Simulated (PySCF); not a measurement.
Q: What does the PBE0-D3(BJ)/def2-SVP structure of `CC[SiH2][GeH2][GeH3]` look like in three dimensions?

A: 
```
atom  x, y, z in Å
C1    -1.9461   -0.3551    0.8908
C2    -1.6624   -0.2898   -0.6066
Si3   -0.6387    1.2104   -1.1362
Ge4    1.4716    1.1840   -0.0219
Ge5    2.3161   -1.0885    0.0170
H6    -2.4902    0.5367    1.2402
H7    -2.5554   -1.2350    1.1507
H8    -1.0159   -0.4196    1.4786
H9    -1.1261   -1.1953   -0.9407
H10   -2.6044   -0.2690   -1.1818
H11   -0.3863    1.1679   -2.6119
H12   -1.3712    2.4791   -0.8225
H13    1.3511    1.6860    1.4328
H14    2.4926    2.0867   -0.7450
H15    2.4229   -1.6370   -1.4197
H16    3.7039   -1.1745    0.6795
H17    1.3453   -1.9941    0.8019
```

Orientation and origin are arbitrary. Atoms count from 1 in this order. Ge4 (germanium bonded to Ge, Si and 2 H) is tetrahedral (angles from 107.6° to 111.6°). Ge5 (germanium bonded to Ge and 3 H) is tetrahedral (angles from 108.0° to 111.9°). Si3 (SiH2 silicon) is tetrahedral (angles from 108.1° to 110.4°).

Bonds between heavy atoms (Å): C1–C2 1.525, C2–Si3 1.892, Si3–Ge4 2.387, Ge4–Ge5 2.425.

The calculation used PBE0-D3(BJ)/def2-SVP geometry optimisation, gas phase in PySCF.

Point group: C1 (no symmetry element, even within 0.4 Å). Stationary, but not proved a minimum. The numbers are those of one conformer (C1–C2–Si3–Ge4 60°, C2–Si3–Ge4–Ge5 41°).
